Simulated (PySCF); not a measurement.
2,2,2-trifluoroacetaldehyde (C₂HF₃O), SMILES O=CC(F)(F)F.

Geometry: PBE-D3(BJ)/def2-SVP.

Two levels are set side by side: TDDFT-PBE/def2-SVPD (PySCF) and TDDFT-LC-ωPBE/def2-SVPD (PySCF). Vertical, same geometry. The lowest singlet is HOMO→LUMO 100 % with PBE and HOMO→LUMO 97 % with the other functional; states are paired by order. Differences are taken from unrounded values.

```tsv
quantity	TDDFT-PBE
lowest singlet excitation (eV)	3.88
lowest triplet excitation (TDA) (eV)	3.20
```

### Question
These are the TDDFT-PBE values. What does TDDFT-LC-ωPBE give? (Estimate from the structure and the level; the computed values follow.)

### Answer

| quantity | TDDFT-LC-ωPBE | TDDFT-PBE minus TDDFT-LC-ωPBE |
|---|---|---|
| lowest singlet excitation (eV) | 4.06 | -0.18 |
| lowest triplet excitation (TDA) (eV) | 3.35 | -0.15 |

Functionals without exact exchange tend to place singlet excitations lower, as here. Differences between two approximate levels are no errors against the true value.

Rough cost on one machine, each run with all the roots and properties that it gave: TDDFT-LC-ωPBE against TDDFT-PBE about 7 times.
